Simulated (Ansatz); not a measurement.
Gas-phase electronic energies from Ansatz, PBE0-D4/def2-TZVP geometries. CBS: MP2 limit from def2 TZ/QZ plus the TZ coupled-cluster correction, frozen cores. This one scheme is used for every species. DFT in def2-TZVPP. B3LYP here is the variant with VWN-RPA as its local correlation; programs differ in this. One conformer a species, not always the lowest.

Reaction (ligand exchange at a B–O bond): `CBOCO` + `C=N` → `C=NBC` + `OCO`

`CBOCO`:

```xyz
12

C     1.257   -0.636    1.589
B     0.753   -0.032    0.244
O    -0.558    0.271    0.093
C    -1.064    0.749   -1.134
O    -1.672   -0.265   -1.856
H     1.712   -1.616    1.406
H     0.470   -0.750    2.337
H     2.058   -0.018    2.009
H     1.497    0.189   -0.680
H    -0.251    1.130   -1.758
H    -1.765    1.553   -0.887
H    -2.438   -0.574   -1.363
```

`C=N`:

Cartesian coordinates in Å:
```
C -0.175 0.189 -0.293
N 0.575 -0.713 0.168
H -0.704 0.934 0.312
H -0.324 0.250 -1.373
H 0.628 -0.660 1.186
```

`C=NBC`:

```xyz
10

C    -1.179   -1.373    1.052
N    -0.660   -0.646    0.191
B    -0.092    0.150   -0.753
C     1.106    1.115   -0.424
H    -2.024   -1.031    1.658
H    -0.815   -2.388    1.240
H    -0.559    0.074   -1.858
H     1.966    0.872   -1.057
H     1.425    1.081    0.619
H     0.833    2.146   -0.669
```

`OCO`:

```xyz
7

O    -0.984   -0.409    0.592
C     0.031    0.402    0.078
O     0.930   -0.298   -0.730
H    -1.484   -0.763   -0.150
H     0.521    0.839    0.954
H    -0.366    1.201   -0.557
H     1.352   -0.972   -0.188
```

```tsv
level	ΔE (eV)
PBE-D4	0.12
ωB97M-V	0.32
r2SCAN	0.20
PBE0	0.20
B3LYP	0.23
SCS-MP2/def2-TZVPP	0.38
SCS-MP2/def2-QZVPP	0.37
HF/CBS(def2)	0.49
```

(1) What does CCSD(T)/CBS give? (An estimate is asked.)

Largest T1 diagnostic among the species: 0.014.

Answers

(1) Ansatz gave: +0.34 eV. The listed levels differ from it by -0.22, -0.02, -0.14, -0.14, -0.11, 0.04, 0.03, 0.15 eV.

In def2-TZVPP, CCSD(T) changes the Hartree–Fock value by −0.12 eV (the triples alone add −0.02 eV) and MP2 by −0.15 eV. From PBE to PBE0 (25 % exact exchange), in def2-TZVPP and without D4, ΔE moves by +0.08 eV.
